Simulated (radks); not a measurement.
The numbers below are computed, except where a source is named.
Question: The mean radii <r> (bohr) of the occupied orbitals of an atom or ion are listed with their occupations. Code: a radial shooting solver on a logarithmic mesh with Libxc functionals. Model: scalar-relativistic Kohn-Sham, BLYP, spin-unpolarised, spherical densities, point nucleus.

orbital  occ.      <r>
1s          2  0.05031
2s          2   0.2262
2p          6   0.1983
3s          2   0.6730
3p          6   0.6993
3d          8   0.7983
4s          2    2.223
4p          2    3.013

Name the element and its charge.

Answer: Z = 30, zinc, charge 0: Zn in [Ar] 3d8 4s2 4p2. The 1s radius gives Z: for a bare nucleus <r> = (2 gamma + 1)/(2Z) with gamma = sqrt(1 - (Z/c)^2), 0.04919 bohr for Z = 30, and screening makes it slightly larger (0.05031 here). The occupations add up to 30, and the charge is Z minus that.
